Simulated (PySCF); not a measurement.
# Solvent effects on NMR parameters

Numbering as in the mapped SMILES `[F:1][C:2]([F:3])([F:4])[C:5]([F:6])([F:7])[c:8]1[cH:9][n:10][o:11][cH:12]1` (H(Xn): hydrogen on atom n).

GIAO PBE0/pcSseg-1 in PySCF on one PBE0-D3(BJ)/def2-SVP conformer, non-relativistic, equivalent nuclei averaged. Solvents enter as an IEF-PCM continuum (benzene with ε = 2.3, dimethylsulfoxide with ε = 46.8) around the gas-phase geometry. Shifts are referred to CFCl3, TMS computed in the same medium.

In benzene, δ in ppm: F1/F3/F4 -98.0, F6/F7 -131.3, C12 166.2, C9 153.7, C2 124.8, C8 117.5, C5 115.2, H(C12) 8.87, H(C9) 8.52. Dipole moment 1.08 D.

Q: How does each δ change in the more polar medium?

A: 
```tsv
atoms	environment	Δδ, dimethylsulfoxide
F1/F3/F4	fluorine of a CF3 group	+1.5
F6/F7	fluorine of a CF2 group	+1.4
C12	aromatic CH next to the ring oxygen	+2.6
C9	aromatic CH next to a ring nitrogen	+1.9
C2	CF3 carbon	+0.6
C8	substituted aromatic carbon	+0.3
C5	fully substituted sp3 carbon bonded to 2 F, on an aromatic ring	+0.8
H(C12)	hydrogen on an aromatic CH next to the ring oxygen	+0.23
H(C9)	hydrogen on an aromatic CH next to a ring nitrogen	+0.17
```

Changes are relative to benzene. The dipole moment becomes 1.33 D in dimethylsulfoxide.

Q: Which nuclei move most (in ppm), and what does the model miss?

A: C12 (aromatic CH next to the ring oxygen, +2.6 ppm) in dimethylsulfoxide. A continuum only polarises the solute; specific hydrogen bonds, the anisotropy of aromatic solvents and changes of geometry or conformer are outside it.
